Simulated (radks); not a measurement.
The numbers below are computed, except where a source is named.
Question: Mean orbital radii <r> (bohr) of the magnesium ion Mg2+, [Ne], of relativity; Dirac values are averaged over j with weights 2j + 1. Spin-unpolarised spherical Kohn-Sham, BLYP, point nucleus unless stated (finite: rms radius 3.057 fm), a radial shooting solver on a logarithmic mesh with Libxc functionals. A level marked "c x" has the speed of light scaled by that factor and shares open shells by 2j + 1; other Dirac levels either fill j = l - 1/2 first or share by 2j + 1.

| shell | non-rel. |
|---|---|
| 1s | 0.1309 |
| 2s | 0.6973 |
| 2p | 0.6843 |

Give the values at the level "Dirac, 2j+1 shares, finite nucleus".

Answer: 
shell  Dirac, 2j+1 shares, finite nucleus  change of magnitude (%)
1s                                 0.1306                    -0.24
2s                                 0.6955                    -0.26
2p                                 0.6840                    -0.05
